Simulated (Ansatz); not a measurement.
Isolated molecules relaxed with PBE0-D4/def2-TZVP in Ansatz; ΔE leaves out vibrations. CBS: MP2 limit from def2 TZ/QZ plus the TZ coupled-cluster correction, frozen cores. This one scheme is used for every species. Functionals use def2-TZVPP. B3LYP here is the variant with VWN-RPA as its local correlation; programs differ in this. For Ga outer-core shells are correlated without core-valence functions, which leaves a few kJ/mol of doubt a bond. Scalar relativity is left out up to krypton. One conformer a species, not always the lowest.

Consider the redistribution: `FBF` + `C=[N][GaH][CH3]` → `C=NBF` + `[CH3][GaH][F]`.

```csv
level,ΔE (kcal/mol),difference from CCSD(T)/CBS
PBE-D4,-3.2,-3.4
PBE0-D4,-2.4,-2.6
ωB97M-V,-1.9,-2.1
B2PLYP,-1.6,-1.8
r2SCAN,-2.5,-2.7
B3LYP,-3.3,-3.5
HF/def2-TZVPP,-0.4,-0.6
SCS-MP2/def2-TZVPP,0.3,0.1
CCSD/def2-TZVPP,0.5,0.3
CCSD(T)/def2-TZVPP,0.7,0.5
HF/def2-QZVPP,-0.6,-0.8
MP2/def2-QZVPP,0.4,0.2
SCS-MP2/def2-QZVPP,-0.2,-0.4
HF/CBS(def2),-0.7,-0.9
MP2/CBS(def2),0.2,0.0
CCSD/CBS(def2),0.0,-0.2
CCSD(T)/CBS,0.2,0
```

Largest T1 diagnostic among the species: 0.015.

In def2-TZVPP, CCSD(T) changes the Hartree–Fock value by +1.1 kcal/mol (the triples alone add +0.3 kcal/mol) and MP2 by +1.1 kcal/mol. The D4 term adds +0.8 kcal/mol with B3LYP and +0.5 kcal/mol with PBE0; it sums over pairs of atoms, weighted by their polarisabilities, and B3LYP, whose exchange is more repulsive, gets the larger term.
